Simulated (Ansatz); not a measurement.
Basis-set extrapolation for CH$_{4}$ClNSi, SMILES `[SiH3]/N=C/Cl` (PBE0-D4/def2-TZVP geometry, frozen core, the Gaussian-basis code of Ansatz). Multiplicity 1, RHF reference.

|  | def2-TZVPP | def2-QZVPP |
| --- | --- | --- |
| HF | -843.136652 | -843.162995 |
| MP2 correlation | -0.671654 | -0.724484 |
| CCSD(T) correlation | -0.745383 | not run |

Energies in hartree. Use E(X) = E(∞) + A·exp(−7.88·√X) for Hartree–Fock and E(X) = E(∞) + B·X^(−2.97) for correlation, with X = 3 and 4, and add CCSD(T) minus MP2 of the smaller set to the MP2 limit.

What is the CCSD(T) energy at the basis-set limit?

HF limit: -843.162995 + (-0.026343) × 0.13774 = -843.16662. MP2 limit: -0.724484 + (-0.052830) × 0.74074 = -0.76362. Higher-order term: -0.745383 − (-0.671654) = -0.07373. Total: -844.00397 hartree, 3.32 eV below CCSD(T)/def2-TZVPP.
